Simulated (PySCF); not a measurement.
**Worked example: refractive index and permittivity of the vapour**

C3H6FNSi, SMILES C(C#N)C[SiH2]F.

Geometry optimised at B3LYP-D3(BJ)/def2-SVP. This is a generated structure with no PubChem entry under its InChIKey; it may be hypothetical. One conformer was computed; it need not be the lowest.

PBE/def2-TZVP (PySCF) gives a mean static polarisability of 63.8 bohr³ and a dipole moment of 3.40 D. Take an ideal gas at 298.15 K and 0.1 bar, whether or not the substance is that volatile.

Question: Work out n − 1 in the optical limit and the static ε − 1.

Answer: 
Polarisability volume α' = 63.8 × 0.148185 = 9.45 Å³. Number density N = p/kT = 2.43e-6 Å⁻³.
Dilute limit of Lorentz–Lorenz: n − 1 = 2π N α' = 0.00014.
Orientation term of Debye: μ²/(3kT) = 8.098 Å³ × μ²(D²) = 93.61 Å³.
ε − 1 = 4π N (α' + μ²/3kT) = 0.0031. Orientation of the dipole supplies 91 % of the static response; it can't follow optical fields. Vibrational polarisation and dispersion are left out.
